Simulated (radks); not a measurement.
Task: The mean radii <r> (bohr) of the occupied orbitals of an atom or ion are listed with their occupations. Calculated with a radial shooting solver on a logarithmic mesh with Libxc functionals: scalar-relativistic Kohn-Sham, r2SCAN, spin-polarised, spherical densities, finite nucleus; meta-GGA in the generalised Kohn-Sham scheme; Fermi nuclear charge, rms radius of each element as measured or else 0.836 A^(1/3) + 0.57 fm.

| orbital | occ. | <r> |
|---|---|---|
| 1s up | 1 | 0.02275 |
| 1s down | 1 | 0.02275 |
| 2s up | 1 | 0.09698 |
| 2s down | 1 | 0.09697 |
| 2p up | 3 | 0.08548 |
| 2p down | 3 | 0.08547 |
| 3s up | 1 | 0.2538 |
| 3s down | 1 | 0.2538 |
| 3p up | 3 | 0.2521 |
| 3p down | 3 | 0.2521 |
| 3d up | 5 | 0.2298 |
| 3d down | 5 | 0.2299 |
| 4s up | 1 | 0.5538 |
| 4s down | 1 | 0.5543 |
| 4p up | 3 | 0.5758 |
| 4p down | 3 | 0.5766 |
| 4d up | 5 | 0.5981 |
| 4d down | 2 | 0.5993 |

Name the element and its charge. Open shells, if any, are filled with parallel spins first.

Result: Z = 62, samarium, charge +19: Sm19+ in [Kr] 4d7. The 1s radius gives Z: for a bare nucleus <r> = (2 gamma + 1)/(2Z) with gamma = sqrt(1 - (Z/c)^2), 0.02245 bohr for Z = 62, and screening makes it slightly larger (0.02275 here). The occupations add up to 43, and the charge is Z minus that.
